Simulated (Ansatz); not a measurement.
The lowest singlet and triplet of H4Si2 (SMILES [SiH][SiH3]); geometries from B3LYP-D3(BJ)/def2-TZVP, each state relaxed from the structure named, with no frequency check.
Singlet (charge 0, multiplicity 1):
```xyz
6

Si     1.21191    -0.51787    -0.14565
Si    -1.01450     0.33960     0.08824
H      1.73192     0.82459     0.35298
H     -1.24449     0.73926     1.50431
H     -2.08156    -0.62031    -0.29129
H     -1.16954     1.55215    -0.76238
```

A positive gap puts the triplet lower; no zero-point energy. R- takes a restricted singlet. The triplet is unrestricted in single-reference levels. Active spaces average the two states.

Frozen-core correlation.

Programs: Ansatz (Gaussian orbitals). Each number belongs to the level named beside it.

### Question
What is the computed gap E(singlet) − E(triplet), vertical, at the singlet's geometry (R-B3LYP/def2-TZVPP)?

### Answer
-22.9 kcal/mol

Ansatz is an electronic-structure program.
